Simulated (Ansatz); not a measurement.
cyclobutane (C4H8), singlet, geometry from GFN2-xTB; SVWN5/aug-cc-pVDZ (Ansatz, an electronic-structure program).

Input for Ansatz:
Ansatz 0.2 input:
```yaml
crystal:
  periodic: [false, false, false]
  atoms:
    - {symbol: C, position_ang: [-0.00613316, 1.08295583, 0.05853653]}
    - {symbol: C, position_ang: [0.00685792, -1.08220991, 0.07093756]}
    - {symbol: C, position_ang: [-1.08294605, -0.00683358, -0.05863980]}
    - {symbol: C, position_ang: [1.08222129, 0.00608767, -0.07083428]}
    - {symbol: H, position_ang: [-0.01505399, 1.84231484, -0.72076860]}
    - {symbol: H, position_ang: [-0.00362364, 1.57729882, 1.02791527]}
    - {symbol: H, position_ang: [0.00710304, -1.85049784, -0.69961794]}
    - {symbol: H, position_ang: [0.01523239, -1.56535126, 1.04591487]}
    - {symbol: H, position_ang: [-1.84243222, -0.00692746, 0.72059245]}
    - {symbol: H, position_ang: [-1.57713057, -0.01535111, -1.02806518]}
    - {symbol: H, position_ang: [1.85038317, 0.01511046, 0.69979409]}
    - {symbol: H, position_ang: [1.56552182, 0.00340356, -1.04576496]}
basis:
  gaussian:
    orbitals: aug-cc-pVDZ
hamiltonian:
  xc: {name: SVWN5}
scf: {lower_state_search: off}
```

The log (banner, timings and long lists left out):

```
Functional definition: SVWN5
these checks for a lower state are left out or cut short: stability, starts, cluster_reference, orbital_swaps, neighbouring_geometries, increment
1448 factors; their error is unknown
mean field evaluation 1: about -4217.5320 eV, gradient 8.8e1 eV
mean field evaluation 2: about -4091.6686 eV, gradient 2.2e2 eV
mean field evaluation 4: about -4237.3803 eV, gradient 3.8e0 eV
mean field evaluation 8: about -4237.3596 eV, gradient 3.5e-2 eV
mean field evaluation 16: about -4237.3596 eV, gradient 5.5e-6 eV
mean field -4237.35964559 eV, -155.7200947899 hartree, gradient 5.5e-6 eV, S^2 0.000000; 0 other end points of the search recorded, 0 dependent functions left out
reference -4237.35975504 eV, -155.7200988123 hartree; 16, 16 occupied and 148, 148 virtual orbitals, 1448 factors
Total energy: -4237.35975504 eV, -155.7200988123 hartree
Checks for a lower state left out: stability, starts, cluster_reference, orbital_swaps, neighbouring_geometries, increment
```
